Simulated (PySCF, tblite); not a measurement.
A set of runs on `BC1=CO[Si@H]1O[SiH3]`; the geometry of each is named by its level. Settings lines and outputs come from a driver script.

Species: C2H7BO2Si2.
SMILES with atom numbers: `[BH2:1][C:2]1=[CH:3][O:4][Si@H:5]1[O:6][SiH3:7]` (hydrogens: H8, H9 on B1; H10 on C3; H11 on Si5; H12, H13, H14 on Si7)

Step 1: GFN2-xTB geometry optimisation, gas phase (tblite 0.8.0) (from a force-field or distance-geometry start)
```json
{"job": {"kind": "relax", "xc": "GFN2-xTB", "basis": "xTB"}, "charge": 0, "multiplicity": 1}
```
```
step      E/eV     max force
  0    -563.18714    6.561
  1    -563.68943    3.129
  2    -563.93721    1.497
...
166    -564.94602    0.030
167    -564.94611    0.030
168    -564.94616    0.017
169    -564.94618    0.010
170    -564.94619    0.005
```

Energy lowered by 40.6 kcal/mol over 170 steps; largest atomic force 0.005 eV/Å at the end. «max force» is the largest atomic force in eV/Å.

On Arm Neoverse N1, one thread, no GPU (shared host), this took 2.0 s of wall time.

Step 2: GFN2-xTB harmonic vibrations, gas phase (tblite 0.8.0) (on the GFN2-xTB geometry)
```json
{"job": {"kind": "ir", "xc": "GFN2-xTB", "basis": "xTB"}, "charge": 0, "multiplicity": 1}
```
```
(table of modes left out)
```

36 modes from 6 to 3067 cm⁻¹ (unscaled, harmonic); zero-point energy 51.6 kcal/mol; all wavenumbers are real at this level.

On Arm Neoverse N1, one thread, no GPU (shared host), this took 0.79 s wall.

Step 3: TDDFT CAM-B3LYP/def2-SVPD, vertical, gas phase, core orbitals frozen in the response (PySCF 2.14.0, density-fitted response routines) (on the GFN2-xTB geometry)
```json
{"job": {"kind": "uv", "xc": "CAM-B3LYP", "basis": "def2-SVPD", "nstates": 8, "ntriplets": 3}, "charge": 0, "multiplicity": 1}
```
```
...
Static polarisability (au): isotropic 91.619, principal 76.281 90.346 108.230
Singlet excitations
state   eV       nm        f      main configurations
  1   4.8860    253.8   0.00219   H-1->L 0.93
  2   5.0688    244.6   0.21990   H->L 0.94
  3   5.9200    209.4   0.00517   H-2->L 0.59, H-3->L 0.29
  4   6.3514    195.2   0.00611   H->L+2 0.77, H->L+1 0.13
  5   6.6992    185.1   0.12301   H->L+1 0.54, H->L+5 0.18, H->L+2 0.11
  6   6.7450    183.8   0.00156   H-5->L 0.35, H-3->L 0.18, H-1->L+1 0.09
  7   7.1127    174.3   0.05580   H-1->L+2 0.28, H->L+3 0.16, H-1->L+1 0.12
  8   7.1851    172.6   0.02497   H-1->L+2 0.27, H->L+3 0.22, H->L+4 0.19
Triplet excitations (Tamm-Dancoff, eV): 3.2410 4.6114 5.4403
```

HOMO -8.70 eV, LUMO -0.68 eV; lowest singlet 4.89 eV; lowest triplet 3.24 eV (Tamm–Dancoff); mean polarisability 91.6 au.

On an Arm Neoverse N1 with one thread, shared host, this took 86 s wall (with the writing of density and orbital grids) and 0.95 GiB of memory at its peak.

Geometry of the electronic-property runs (GFN2-xTB):
```
atom  x, y, z in Å
B1     2.2793   -0.0120    1.5146
C2     1.3488    0.4770    0.4255
C3     1.5858    0.7566   -0.8806
O4     0.4403    1.1726   -1.4655
Si5   -0.4146    1.0591    0.0379
O6    -1.6660    0.0595   -0.0479
Si7   -2.4435   -1.3001   -0.5106
H8     1.9136   -0.0804    2.6245
H9     3.3715   -0.3288    1.2326
H10    2.4754    0.7247   -1.4910
H11   -0.9349    2.3652    0.3804
H12   -1.8352   -2.4156    0.2122
H13   -3.8169   -1.0269   -0.0976
H14   -2.3041   -1.4513   -1.9567
```

 (This holds for the electronic-property runs.)

One conformer stands for the species.
